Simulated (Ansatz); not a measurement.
Two isomers of CH6ClFSi2: A = `FC[SiH]([SiH3])Cl`, B = `C[SiH2][SiH](F)Cl`.

Gas-phase electronic energies from Ansatz, PBE0-D4/def2-TZVP geometries. CBS: MP2 limit from def2 TZ/QZ plus the TZ coupled-cluster correction, frozen cores. DFT in def2-TZVPP. B3LYP here is the variant with VWN-RPA as its local correlation; programs differ in this. One conformer a species, not always the lowest.

A:

```xyz
11

F    -1.6342   -0.1106    1.6257
C    -0.3401   -0.6198    1.5864
Si    0.6757    0.3752    0.3329
Si   -0.3001    0.3509   -1.7927
Cl    2.5243   -0.5454    0.2485
H    -0.3888   -1.6761    1.3037
H     0.0901   -0.5550    2.5908
H     0.8820    1.7555    0.8407
H     0.6138    1.0112   -2.7609
H    -0.5240   -1.0590   -2.2079
H    -1.5988    1.0729   -1.7671
```

B:

Z-matrix (Å, degrees):
```
C
Si 1 1.872
H 1 1.092 2 110.6
H 1 1.092 2 110.5 3 -120.1
H 1 1.092 2 110.7 3 120.1
Si 2 2.340 1 110.1 3 178.1
H 2 1.489 1 111.5 3 59.8
H 2 1.489 1 111.6 3 -61.3
Cl 6 2.056 2 108.4 1 -54.5
F 6 1.600 2 110.1 1 62.6
H 6 1.483 2 116.9 1 -175.3
```

**Question.** Which is lower in electronic energy at CCSD(T)/CBS, and by how much? (Estimate.)

**Answer.** The calculation gave: B, by 59.5 kcal/mol.

**Question.** Give E(B) − E(A) in kcal/mol with B2PLYP, ωB97M-V, r2SCAN-D4, CCSD/def2-TZVPP, MP2/def2-TZVPP, PBE-D4, B3LYP. (Best estimate.)

**Answer.** Ansatz gave: B2PLYP -58.8, ωB97M-V -58.1, r2SCAN-D4 -58.5, CCSD/def2-TZVPP -58.6, MP2/def2-TZVPP -61.3, PBE-D4 -55.3, B3LYP -57.1. None reverses the order clearly.

Largest T1 diagnostic: 0.011.

From PBE to PBE0 (25 % exact exchange), in def2-TZVPP and without D4, E(B) − E(A) moves by −1.5 kcal/mol.
